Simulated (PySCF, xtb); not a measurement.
F2Hf, SMILES [F][Hf][F], multiplicity 1.

Harmonic wavenumbers (cm⁻¹) from GFN2-xTB in xtb at its own minimum, in rising order: 141, 295, 299.

### Question
What does r2SCAN-D4/def2-TZVP run with PySCF give at its own minimum? (Estimate from the structure and the level; the computed values follow.)

### Answer
119, 666, 685. Paired by order, the mean absolute difference is 260 cm⁻¹ and the zero-point energies are 1.1 and 2.1 kcal/mol.
